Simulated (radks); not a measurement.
Question: The table gives one normalised radial function P(r) = r R(r) of Ca in [Ne] 3s2 3p4 4s2 3d2 (r in bohr). All-electron calculation, non-relativistic Kohn-Sham, exchange-only PBE, spin-polarised, spherical densities, point nucleus; open shells are filled with parallel spins first. Program: a radial shooting solver on a logarithmic mesh with Libxc functionals.

r,P
0.008947,0.0000
0.01033,0.0000
0.01184,0.0000
0.01367,0.0001
0.01579,0.0001
0.01809,0.0002
0.02089,0.0003
0.02413,0.0004
0.02764,0.0006
0.03192,0.0008
0.03687,0.0013
0.04224,0.0018
0.04878,0.0027
0.05634,0.0040
0.06455,0.0057
0.07454,0.0083
0.08609,0.0119
0.09863,0.0167
0.1139,0.0236
0.1315,0.0331
0.1507,0.0450
0.1741,0.0615
0.201,0.0829
0.2303,0.1083
0.266,0.1416
0.3072,0.1817
0.3519,0.2259
0.4064,0.2789
0.4694,0.3370
0.5377,0.3943
0.621,0.4547
0.7172,0.5112
0.8217,0.5576
0.949,0.5953
1.096,0.6171
1.256,0.6216
1.45,0.6101
1.675,0.5846
1.919,0.5505
2.216,0.5065
2.559,0.4574
2.932,0.4107
3.386,0.3605
3.91,0.3088
4.48,0.2600
5.174,0.2107
5.975,0.1658
6.846,0.1286
7.906,0.0946
9.13,0.0660
10.46,0.0440
12.08,0.0264
13.95,0.0145
15.98,0.0075
18.46,0.0034

Which n and l does it have? It may be an empty orbital.

Answer: n = 3, l = 2: the number of nodes gives n - l - 1 = 0, the rise at small r (about r^(l+1)) gives l, and the extent must fit the shell. The curve is that of 3d down; the table hardly tells the two spins apart. 3d down (empty): eigenvalue -1.216 eV, 0 radial nodes, <r> = 2.46 bohr, 90 % of the charge inside 4.69 bohr.
